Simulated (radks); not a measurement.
Problem. These are the eigenvalues of the occupied orbitals of an atom or ion with whole-number occupations (hartree). All-electron calculation, non-relativistic Kohn-Sham, LDA (Slater exchange, Perdew-Wang correlation), spin-unpolarised, spherical densities, point nucleus. Program: a radial shooting solver on a logarithmic mesh with Libxc functionals.

orbital  eigenvalue
1s        -1992.353
2s        -393.6923
2p        -380.3499
3s        -145.6596
3p        -140.0828
3d        -130.4375

Which element is it, and in what charge state? The configuration may be excited.

Solution. Z = 67, holmium, charge +44: Ho44+ in [Ar] 3d5. The list shows which subshells hold electrons but not how many an open one holds; the 1s level, -1992.4 hartree, gives Z - s = 63.1 by -(Z - s)^2/2, which with screening narrows Z to a few neighbours, and the depths of the outer levels then fix element, charge and occupations together.
